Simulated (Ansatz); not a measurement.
A single point on CHClInNO, SMILES `O=C=[N][InH][Cl]`.

```yaml
crystal:
  periodic: [false, false, false]
  atoms:
    - {symbol: O, position_ang: [1.628047, -2.320384, 0.058113]}
    - {symbol: C, position_ang: [0.896563, -1.470896, 0.379313]}
    - {symbol: N, position_ang: [0.136698, -0.626928, 0.782147]}
    - {symbol: In, position_ang: [-0.744211, 1.027945, 0.031295]}
    - {symbol: Cl, position_ang: [-0.126955, 1.381967, -2.172039]}
    - {symbol: H, position_ang: [-1.790141, 2.008297, 0.921181]}
basis:
  gaussian: {orbitals: def2-TZVPP}
hamiltonian: {xc: pbe}
correlation: {method: rpa}
```

```sh
$ ansatz run in.yaml --threads 4 --pin off --events-out ev --progress --plain
```

Shortened log:

```
Functional definition: PBE
1411 factors; integrals over basis functions are off by at most 9.2e-4 eV
mean field evaluation 1: about -22270.7846 eV, gradient 7.3e1 eV
mean field evaluation 2: about -22270.7789 eV, gradient 7.3e1 eV
mean field evaluation 4: about -22276.5404 eV, gradient 3.8e1 eV
mean field evaluation 8: about -22280.8961 eV, gradient 1.5e0 eV
mean field evaluation 16: about -22280.9028 eV, gradient 3.5e-3 eV
mean field -22280.90281650 eV, -818.8080759681 hartree, gradient 2.9e-6 eV, S^2 0.000000; 1 other end points of the search recorded, 0 dependent functions left out
12 core orbitals not correlated: weight in the atoms' cores, before any rotation towards them, 1.000 or more for the frozen orbitals, at most 0.000 for the correlated occupied ones
reference -22219.96421127 eV, -816.5686235316 hartree; 18, 18 occupied and 169, 169 virtual orbitals, 1411 factors
Total energy: -22262.15746862 eV, -818.1191971395 hartree
```

Hardware: 4 threads of a server CPU on a shared host. Wall time 2.6 s, peak host memory 0.46 GiB.
